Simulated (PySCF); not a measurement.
# How methods differ on the electron affinity of Se

Se- [Ar] 3d10 4s2 4p5 (2P) → Se [Ar] 3d10 4s2 4p4 (3P), as a difference of total energies. All numbers are calculated (PySCF 2.14, the non-relativistic Hamiltonian (point nucleus), in def2-QZVPPD). Correlated levels: valence: [Ar] 3d10 frozen. The calculations carry no spin-orbit coupling.

| method | electron affinity (eV) | plus first-order spin-orbit estimate | difference from reference of that sum (eV) |
| --- | --- | --- | --- |
| UHF | 0.978 | 0.964 | -1.057 |
| MP2 (valence) | 1.939 | 1.925 | -0.096 |
| SCS-MP2 (valence) | 1.947 | 1.933 | -0.088 |
| CCSD (valence) | 1.920 | 1.907 | -0.114 |
| CCSD(T) (valence) | 1.993 | 1.979 | -0.042 |

Reference: 2.021 eV (measured; photodetachment measurements, as compiled on the Wikipedia data page of electron affinities).

A first-order spin-orbit estimate (lowest level to lowest level, LS coupling) adds -0.014 eV.

These non-relativistic numbers lack the scalar-relativistic shift.

Errors of the correlated levels include the incompleteness of this basis and the frozen core.
